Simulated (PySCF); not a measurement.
C3H2F3, SMILES C=C(F)[C](F)F, multiplicity 2. Atoms are numbered in the order given.

```xyz
8

C     -1.0866    -1.5826     0.0000
C      0.0053    -0.7343     0.0000
F      1.2560    -1.2430     0.0000
C     -0.0458     0.6636     0.0000
F     -1.1884     1.3317     0.0000
F      1.0206     1.4407     0.0000
H     -2.1054    -1.1773     0.0000
H     -0.9261    -2.6679     0.0000
```
Charge 0, spin multiplicity 2.

The structure is a stationary point at PBE-D3(BJ)/def2-SVP. The isomer is the one that the SMILES or the coordinates give; other isomers of the formula were not compared. One conformer was computed; it need not be the lowest.

All values below come from PBE-D3(BJ)/def2-SVP run with PySCF 2.14.0.

No scaling factor is applied to the harmonic values.

Computed normal modes with their intensities:
| mode | ν (cm⁻¹) | IR (km/mol) | moving atoms (share of kinetic energy) |
|---|---|---|---|
| 1 | 128 | 0.4 | F 69 %, C 24 % |
| 2 | 210 | 1.8 | F 68 %, C 24 %, H 9 % |
| 3 | 221 | 0.0 | C 76 %, F 22 % |
| 4 | 364 | 0.6 | F 63 %, C 19 %, H 17 % |
| 5 | 460 | 1.8 | H 58 %, C 42 % |
| 6 | 496 | 1.8 | F 71 %, C 17 %, H 12 % |
| 7 | 545 | 3.0 | F 60 %, C 36 % |
| 8 | 562 | 0.0 | H 51 %, C 40 %, F 9 % |
| 9 | 660 | 56.6 | H 67 %, C 33 % |
| 10 | 769 | 19.8 | F 60 %, C 28 %, H 12 % |
| 11 | 905 | 16.3 | H 48 %, C 27 %, F 26 % |
| 12 | 1164 | 140.5 | C 62 %, F 21 %, H 17 % |
| 13 | 1313 | 35.6 | H 64 %, C 30 % |
| 14 | 1344 | 214.6 | C 74 %, F 25 % |
| 15 | 1475 | 28.8 | C 77 %, H 21 % |
| 16 | 1553 | 158.8 | C 91 %, F 8 % |
| 17 | 3124 | 2.6 | H 95 % |
| 18 | 3241 | 0.5 | H 89 %, C 11 % |
